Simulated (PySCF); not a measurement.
dichloro(silylmethyl)silane (CH6Cl2Si2), SMILES [SiH](Cl)(C[SiH3])Cl. Atoms are numbered in the order given.

```xyz
11

Si    -1.7089    -1.5566     0.4517
C     -0.3516    -1.2816    -0.8365
Si     0.7225     0.2137    -0.6169
Cl    -0.4474     1.9125    -0.6626
Cl     1.6762     0.1125     1.2098
H     -2.4749    -2.7898     0.0981
H     -2.6419    -0.3929     0.4706
H     -1.1052    -1.7300     1.8047
H     -0.8217    -1.2116    -1.8333
H      0.3067    -2.1681    -0.8487
H      1.7660     0.3573    -1.6624
```

Geometry optimised at PBE0-D3(BJ)/def2-SVP. The geometry has at least one imaginary mode, so it is a saddle point at that level. The values are those of a single conformer.

Two levels are set side by side: PBE/pcSseg-1 (PySCF) and B3LYP/pcSseg-1 (PySCF). GIAO shifts against HCl (³⁵Cl), TMS (²⁹Si), TMS (¹H), TMS (¹³C) at the same level; non-relativistic, no solvent, atoms listed together averaged. Without spin–orbit terms, shifts of atoms bonded to Cl or Br come out too high at both levels. Differences are taken from unrounded values.

| quantity | B3LYP | PBE | PBE minus B3LYP |
|---|---|---|---|
| δ(²⁹Si) of Si1 (ppm) | -75.5 | -78.6 | -3.2 |
| δ(¹³C) of C2 (ppm) | 3.8 | 4.5 | 0.6 |
| δ(²⁹Si) of Si3 (ppm) | 28.4 | 30.5 | 2.2 |
| δ(³⁵Cl) of Cl4, Cl5 (ppm) | 69.6 | 90.8 | 21.2 |
| δ(¹H) of H9, H10 (ppm) | 0.50 | 0.63 | 0.13 |
| δ(¹H) of H11 (ppm) | 6.17 | 6.52 | 0.35 |

Rough cost on one machine, each run with all the roots and properties that it gave: B3LYP against PBE within a factor of 2.
